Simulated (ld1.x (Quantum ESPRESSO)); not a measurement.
**Cutoff test, Cu, RRKJ**

copper, norm-conserving RRKJ (Kleinman–Bylander form), made with ld1.x (Quantum ESPRESSO) 7.5 (BP86, fully relativistic). Core [Ne], reference 3s2 3p6 3d10 4s0 4p1. Waves: 3s (bound): rc 0.70 bohr; 3p (bound): rc 1.15 bohr; 3d (bound): rc 1.30 bohr. Local part: the d channel. Core correction: none. rho0 = 0.005.

Open shells are filled in proportion to 2j + 1 (rel_dist='average').

Occupied shells without a wave of their own: 4p. They enter only through the test configuration that unscreens the potential.

The pseudo-atom Hamiltonian at the reference potential is diagonalised in spherical Bessel functions j_l(qr) that vanish at 20 bohr, with q² up to the cutoff. All-electron valence levels (Ry): 3s -8.5925, 4s -0.4589, 3p1/2 -5.5946, 4p1/2 -0.1396, 3p3/2 -5.4050, 4p3/2 -0.1360, 3d3/2 -0.5485, 3d5/2 -0.5285.

Question: How do the lowest levels (Ry) of each channel move with the cutoff, and are there ghosts?

Answer:

| cutoff (Ry) | s #1 | s #2 | p1/2 #1 | p1/2 #2 | p1/2 #3 | p3/2 #1 | p3/2 #2 | d3/2 #1 | d3/2 #2 | d5/2 #1 | f #1 | f #2 | Σ f·Δε (mRy) |
| --- | --- | --- | --- | --- | --- | --- | --- | --- | --- | --- | --- | --- | --- |
| 8 | -6.4022 | -0.3166 | -1.2006 | -0.0491 | 0.0556 | -1.1946 | -0.0489 | 0.0265 | 0.1097 | 0.0265 | 0.0874 | 0.2039 | 35673.4 |
| 18 | -7.5223 | -0.4009 | -3.0955 | -0.0901 | 0.0350 | -3.0513 | -0.0894 | 0.0262 | 0.1087 | 0.0262 | 0.0874 | 0.2039 | 22172.5 |
| 35 | -7.5792 | -0.4081 | -5.0273 | -0.1215 | 0.0245 | -4.8925 | -0.1195 | 0.0256 | 0.1067 | 0.0256 | 0.0874 | 0.2039 | 10793.6 |
| 55 | -7.8699 | -0.4102 | -5.5111 | -0.1294 | 0.0223 | -5.3334 | -0.1267 | 0.0201 | 0.0881 | 0.0201 | 0.0874 | 0.2039 | 7419.2 |
| 90 | -8.3700 | -0.4192 | -5.5928 | -0.1319 | 0.0216 | -5.4033 | -0.1289 | -0.4005 | 0.0299 | -0.4005 | 0.0874 | 0.2039 | 1767.7 |
| 140 | -8.5706 | -0.4283 | -5.5936 | -0.1322 | 0.0215 | -5.4038 | -0.1291 | -0.5306 | 0.0293 | -0.5306 | 0.0874 | 0.2039 | 61.5 |
| 230 | -8.5823 | -0.4293 | -5.5936 | -0.1322 | 0.0215 | -5.4038 | -0.1291 | -0.5323 | 0.0293 | -0.5323 | 0.0874 | 0.2039 | 21.3 |
| 400 | -8.5919 | -0.4298 | -5.5936 | -0.1322 | 0.0215 | -5.4039 | -0.1291 | -0.5325 | 0.0293 | -0.5325 | 0.0874 | 0.2039 | 0.0 |

Result: no extra level below or beside the all-electron valence levels (s, p1/2, p3/2, d3/2, d5/2, f tested); 10 mRy is reached at 300 Ry and 1 mRy at over 300 Ry.

1 of 7 tests not solved or not reliable.
